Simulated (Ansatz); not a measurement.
Isolated molecules relaxed with PBE0-D4/def2-TZVP in Ansatz; ΔE leaves out vibrations. CCSD(T)/CBS is the MP2 limit (def2-TZVPP, def2-QZVPP) plus CCSD(T) − MP2 in def2-TZVPP, frozen cores. DFT in def2-TZVPP. def2 core potentials past Kr. For I outer-core shells are correlated without core-valence functions, which leaves a few kJ/mol of doubt a bond. Each species was taken in one conformer, which may not be the lowest.

Reaction (substitution at a C–Si bond): `CC[SiH2]I` + `CBS` → `CBSCC` + `[SiH3]I`

| level | ΔE (kJ/mol) |
| --- | --- |
| PBE-D4 | 42.2 |
| ωB97X-V | 43.4 |

What does CCSD(T)/CBS give? (An estimate is asked.)

Computed: +44.4 kJ/mol. The listed levels differ from it by -2.2, -1.0 kJ/mol.

Largest T1 diagnostic among the species: 0.013.

In def2-TZVPP, CCSD(T) changes the Hartree–Fock value by +3.0 kJ/mol (the triples alone add −1.0 kJ/mol) and MP2 by +3.8 kJ/mol.
